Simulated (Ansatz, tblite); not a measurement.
Removing an electron: Ge(CF3)H3 (CH₃F₃Ge). The state is a singlet with charge 0. Geometry: PBE0-D4/def2-SVP. Ansatz, gas phase; energy differences of separate SCF runs; the oxidised species was run as a doublet alone.

```xyz
8

Ge   -0.865    0.172   -0.490
C     0.845   -0.168    0.479
F     0.669   -1.005    1.510
F     1.366    0.965    0.970
F     1.767   -0.714   -0.325
H    -0.573    1.192   -1.597
H    -1.870    0.724    0.527
H    -1.338   -1.165   -1.074
```

The xTB rows come from tblite.

| level | −HOMO (eV) | vertical IE (eV) | −LUMO (eV) | HOMO–LUMO gap (eV) |
| --- | --- | --- | --- | --- |
| GFN2-xTB | 12.39 | 15.73 | 4.64 | 7.75 |
| PBE-D4/def2-TZVP | 7.83 | 11.23 | 0.32 | 7.51 |
| r2SCAN-D4/def2-TZVP | 8.18 | 11.43 | 0.00 | 8.19 |

(1) Estimate the rows for GFN1-xTB, PBE0-D4/def2-TZVP.

## Answers

(1) 
| level | −HOMO (eV) | vertical IE (eV) | −LUMO (eV) | HOMO–LUMO gap (eV) |
| --- | --- | --- | --- | --- |
| GFN1-xTB | 13.06 | 16.23 | 7.46 | 5.60 |
| PBE0-D4/def2-TZVP | 9.35 | 11.66 | -0.49 | 9.83 |

 Raw xTB energy differences between charge states are shifted by several eV; the methods need an empirical correction for them.
